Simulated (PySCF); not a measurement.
# CuCl under electron impact: the energy ladder

r²SCAN in PySCF with def2-TZVPPD on every atom, for the lowest determinant that a PBE0 search found; no spin–orbit coupling.

```tsv
species	state (unpaired electrons)	Re (Å)	ωe (cm⁻¹)	energy of the minimum from the neutral (eV)	De (eV)	dissociates to
CuCl	singlet (closed shell)	2.053	415	0.00	3.82	Cu (3d10 4s1) + Cl
CuCl⁺	doublet (π ↑)	2.066	394	9.88	1.98	Cu⁺ (3d10) + Cl
CuCl⁻	doublet (σ ↑)	2.176	301	-1.48	1.67	Cu (3d10 4s1) + Cl⁻
```

Work out the lowest energy to break CuCl into atoms, from its vibrational ground state.

D0 = De − ωe/2 = 3.82 − 0.03 = 3.79 eV (r²SCAN/def2-TZVPPD).

Work out the ionisation energy of the Cu atom at this level and the threshold of dissociative ionisation.

IE(Cu) = 9.88 + 1.98 − 3.82 = 8.04 eV, so Cu⁺ (3d10) + Cl + e⁻ appears at D0 + IE(Cu) = 11.83 eV (r²SCAN/def2-TZVPPD). The measured IE(Cu) is 7.726 eV (NIST ASD).

Work out the electron affinity of the Cl atom and the threshold of dissociative attachment.

EA(Cl) = 3.82 − 1.67 − (-1.48) = 3.63 eV, so Cu (3d10 4s1) + Cl⁻ needs D0 − EA(Cl) = 0.16 eV (r²SCAN/def2-TZVPPD). The measured EA(Cl) is 3.613 eV.

At which energy does ion-pair formation open?

Cu⁺ + Cl⁻ lies at D0 + IE(Cu) − EA(Cl) = 8.20 eV (r²SCAN/def2-TZVPPD).

These are thermodynamic thresholds; the onsets seen under electron impact lie higher where the geometry changes, and cross-sections peak well above them.

For an ion De counts to the pair picked by the measured ionisation energies or electron affinities, which need not be the lowest pair at this level. The highest Kohn–Sham level is positive in this anion. Much of that is self-interaction error, but it also means that the finite basis helps to hold the extra electron.
